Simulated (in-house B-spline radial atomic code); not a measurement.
**The zinc ion Zn³⁺: [Ar] (3d3/2)4 (3d5/2)5 (an excited or competing configuration)**

Method: Dirac-Hartree-Fock, average of the jj configuration, Fermi nucleus of rms radius 3.9283 fm. Calculated with an all-electron radial atomic-structure program (B-spline basis).

Effective charges: Z_r = [3n² - l(l+1)]/(2<r>) from the radius, Z_e = n√(-2ε) from the energy, and Slater's rules. Values are occupation-weighted means over j.

```
shell  electrons   ε (eV)  <r> (bohr)    Z_r    Z_e  Slater
   1s          2  -9777.7     0.05028  29.83  26.81   29.70
   2s          2    -1277       0.225  26.67  19.38   25.85
   2p          6  -1108.3       0.198  25.25  18.05   25.85
   3s          2  -199.69      0.6769  19.94  11.49   18.75
   3p          6  -147.15      0.7066  17.69   9.87   18.75
   3d          9  -62.799      0.8096  12.97   6.45    9.20
```

The least bound orbital is 3d5/2 at -62.5 eV, and it is also the most diffuse (<r> = 0.8122 bohr).

For the 1s electron the small component carries 1.17 % of the norm, the zero-frequency Breit interaction raises the level by 13.17 eV, self-energy by 6.728 eV, and vacuum polarisation lowers it by 0.6236 eV.
